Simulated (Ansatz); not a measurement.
Ansatz results at the PBE0-D4/def2-TZVP geometry: HOMO energy (ωB97M-V/def2-TZVPP) -9.12 eV; LUMO energy (ωB97M-V/def2-TZVPP) 1.27 eV; HOMO energy (PBE/def2-TZVPP) -6.04 eV.

Each molecule was computed in one conformer, which needn't be the lowest.

Problem. Which molecule gave them?
A. `[SiH3]C[O][SbH2]`
B. `C1CS[SiH2]1`
C. `[NH2][Al]([SiH3])[SiH2]O`
D. `O[SiH2][CH2][SbH2]`

Solution. D. The others give `[NH2][Al]([SiH3])[SiH2]O`: -8.74, 0.17, -5.73; `[SiH3]C[O][SbH2]`: -9.39, 0.53, -5.80; `C1CS[SiH2]1`: -8.96, 1.52, -5.60.
